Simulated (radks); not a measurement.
Q: The bismuth ion Bi57+, configuration [Ar] 3d8 (the NIST ground configuration). All-electron calculation, Dirac Kohn-Sham, B86b exchange with PBE correlation, spin-unpolarised, spherical densities, finite nucleus; open shells fill j = l - 1/2 first; Fermi nuclear charge, rms radius 5.5211 fm. Program: a radial shooting solver on a logarithmic mesh with Libxc functionals. Some entries of the table are withheld. Estimate them.

| orbital | occ. | eigenvalue (Ry) | r(max) (bohr) | <1/r> (bohr^-1) |
|---|---|---|---|---|
| 1s1/2 | 2 | -6913.277 | 0.009659 | 103.2 |
| 2s1/2 | 2 | -1452.002 | 0.05633 | (1) |
| 2p1/2 | 2 | -1407.423 | 0.04110 | 25.62 |
| 2p3/2 | 4 | -1235.642 | 0.04889 | 20.32 |
| 3s1/2 | 2 | -527.4530 | 0.1562 | 9.716 |
| 3p1/2 | 2 | -508.2744 | 0.1450 | 9.628 |
| 3p3/2 | 4 | -466.9876 | 0.1598 | 8.237 |
| 3d3/2 | 4 | (2) | 0.1231 | 8.112 |
| 3d5/2 | 4 | (3) | 0.1272 | 7.805 |
| 4s1/2 | 0 | (4) | 0.3233 | 4.852 |
| 4p1/2 | 0 | -258.4447 | 0.3166 | 4.790 |
| 4p3/2 | 0 | -243.5716 | 0.3387 | 4.291 |
| 4d3/2 | 0 | -231.1508 | 0.3178 | 4.193 |
| 4d5/2 | 0 | -227.8449 | 0.3238 | 4.082 |
| 4f5/2 | 0 | -214.9813 | 0.2567 | 3.908 |
| 4f7/2 | 0 | -213.8756 | 0.2591 | 3.866 |

A: 
(1) 2s1/2 <1/r> (bohr^-1): 25.67
(2) 3d3/2 eigenvalue (Ry): -437.1805
(3) 3d5/2 eigenvalue (Ry): -428.1680
(4) 4s1/2 eigenvalue (Ry): -266.7796
